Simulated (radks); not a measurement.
Spherical quantum dot in the effective-mass picture: electrons in a parabolic well V = omega^2 r^2 / 2 with omega = 0.119, with a point charge +1 (a donor) at the centre, all in effective atomic units (hartree* = m*/eps^2 hartree, bohr* = eps/m* bohr), one dielectric constant everywhere. Method: non-relativistic Kohn-Sham, r2SCAN, spin-polarised, spherical densities, generalised Kohn-Sham scheme; computed with a radial shooting solver with Libxc functionals. Levels are named by radial order and angular momentum (1s, 1p, 1d, 2s, ...), and open shells are averaged over m. Results are scaled to m* = 0.084 and eps = 15.2, for which hartree* = 9.893 meV and bohr* = 9.576 nm.

N = 18, configuration 1s2 1p6 1d(up 5, down 3) 2s2. This is the lowest configuration that the search found. Occupied levels:

| level | occupation | eigenvalue (meV) | <r> (nm) |
|---|---|---|---|
| 1s down | 1 | 21.873 | 31.55 |
| 1s up | 1 | 21.888 | 32.86 |
| 2s up | 1 | 22.452 | 65.51 |
| 1p up | 3 | 22.463 | 76.61 |
| 2s down | 1 | 22.522 | 65.75 |
| 1p down | 3 | 22.528 | 74.91 |
| 1d up | 5 | 22.843 | 82.11 |
| 1d down | 3 | 22.936 | 81.39 |

Energy (meV): total 225.748, kinetic 16.683, external 45.754, Hartree 189.53, exchange-correlation -26.217.

Electron density:

| r (nm) | n(r) (e/nm^3) |
|---|---|
| 6.95 | 0.0001087 |
| 14.7 | 0.00002807 |
| 22.4 | 8.942e-06 |
| 30.2 | 3.819e-06 |
| 37.9 | 2.756e-06 |
| 45.6 | 3.115e-06 |
| 53.4 | 3.869e-06 |
| 61.1 | 4.508e-06 |
| 68.9 | 4.766e-06 |
| 76.6 | 4.491e-06 |
| 84.3 | 3.690e-06 |
| 92.1 | 2.599e-06 |
| 99.8 | 1.548e-06 |
| 108 | 7.597e-07 |
| 115 | 3.039e-07 |
| 123 | 9.899e-08 |
| 131 | 2.640e-08 |
| 139 | 5.845e-09 |
| 146 | 1.096e-09 |
| 154 | 1.675e-10 |
